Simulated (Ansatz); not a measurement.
The cluster Cu2Cl2⁻, relaxed as a doublet with UKS r2SCAN-D4/def2-SVPD in Ansatz, starting from the GFN2-xTB geometry. Force threshold 0.02 eV/Å.

Another isomer (doublet) lies 0.16 eV lower at PBE0-D4/def2-TZVPD; other spin states weren't run for this one.

Start:

```xyz
4

Cu    1.145   -0.590   -0.335
Cu   -1.157    0.568    0.328
Cl    3.029   -1.509   -0.865
Cl   -3.017    1.531    0.873
```

Estimate the energy that the relaxation releases and the steps that it takes.

0.23 eV, in 12 steps; 68 s on 4 threads of Intel Xeon on a shared host. The force fell under the threshold at step 3, but the optimiser went on and released 0.108 eV more. No frequencies were taken in this run, so the end may be a saddle point.

Does the start keep its bonding and symmetry?

By distances, no bond broke or formed. The bond that changes most is Cu1–Cu2, from 2.66 to 2.31 Å (atoms count from 1). Point group D∞h at the start, C2h at the end, both within 0.05 Å; within 0.015 Å the end is C2.

Predict the relaxed structure.


Cartesian coordinates in Å:
```
Cu 0.8709 -0.4763 -0.5920
Cu -0.8783 0.4624 0.5824
Cl 2.8188 -1.3980 -0.6859
Cl -2.8115 1.4119 0.6955
```
Bond lengths (bridged metal pairs left out): 2 × Cl–Cu 2.16 Å; 1 × Cu–Cu 2.31 Å.
